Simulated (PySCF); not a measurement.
**Computed NMR parameters against published values**

Atom-mapped SMILES (the numbers label the heavy atoms): `[S:1]=[C:2]=[N:3][c:4]1[cH:5][cH:6][cH:7][cH:8][cH:9]1`. Each H is labelled by its parent atom.

Published estimates (parent shift plus substituent increments) and measurements: δ ¹³C C6/C8 129.8; C7 127.5; C5/C9 125.8; δ ¹H H(C6)/H(C8) 7.38; H(C7) 7.32; H(C5)/H(C9) 7.23 ppm (estimated from measurements, as parent shift plus tabulated substituent increment; solution, not stated per compound (mostly CDCl3 or CCl4); Pretsch, Buehlmann, Badertscher, Structure Determination of Organic Compounds, 4th ed. (2009)).

Non-relativistic, equivalent nuclei averaged, in vacuum, one conformer. Structure optimised with GFN2-xTB; PBE0/pcSseg-1 with gauge-including orbitals; PySCF 2.14.

(1) How close does the calculation come?

(2) How far are the unscaled ¹³C shifts from the references?

(3) How far are the unscaled ¹H shifts from the references?

Results:

(1) 
Reference values: estimated from measurements, as parent shift plus tabulated substituent increment (solution, not stated per compound (mostly CDCl3 or CCl4); Pretsch, Buehlmann, Badertscher, Structure Determination of Organic Compounds, 4th ed. (2009)).
```json
{"atoms": "C6/C8", "quantity": "δ ¹³C", "reference": "129.8", "computed": "135.4", "computed, scaled": "129.7"}
{"atoms": "C7", "quantity": "δ ¹³C", "reference": "127.5", "computed": "131.4", "computed, scaled": "125.8"}
{"atoms": "C5/C9", "quantity": "δ ¹³C", "reference": "125.8", "computed": "133.2", "computed, scaled": "127.6"}
{"atoms": "H(C6)/H(C8)", "quantity": "δ ¹H", "reference": "7.38", "computed": "7.62", "computed, scaled": "7.28"}
{"atoms": "H(C7)", "quantity": "δ ¹H", "reference": "7.32", "computed": "7.45", "computed, scaled": "7.11"}
{"atoms": "H(C5)/H(C9)", "quantity": "δ ¹H", "reference": "7.23", "computed": "7.45", "computed, scaled": "7.12"}
```

Computed shifts are σ(ref) − σ with the named reference compound (TMS for H and C) calculated as an isolated molecule at the same level. The measured values may be among those fitted. Empirical linear scaling, fitted to shifts measured mostly in CDCl3 for H and C (δ vs TMS): ¹³C (scatter 2.1 ppm rms, 2.3 ppm with the 13 outliers that the fit left out); ¹H (scatter 0.17 ppm rms, 0.18 ppm with the 4 outliers that the fit left out). Occasional misses reach two or three times the rms, and more in compound classes unlike the fitted ones.

(2) Mean signed difference +5.63 ppm, mean absolute 5.63 ppm over 3 comparisons; the largest is +7.4 ppm at C5/C9 (aromatic CH).

(3) Mean signed difference +0.20 ppm, mean absolute 0.20 ppm over 3 comparisons; the largest is +0.24 ppm at H(C6)/H(C8) (hydrogen on an aromatic CH).
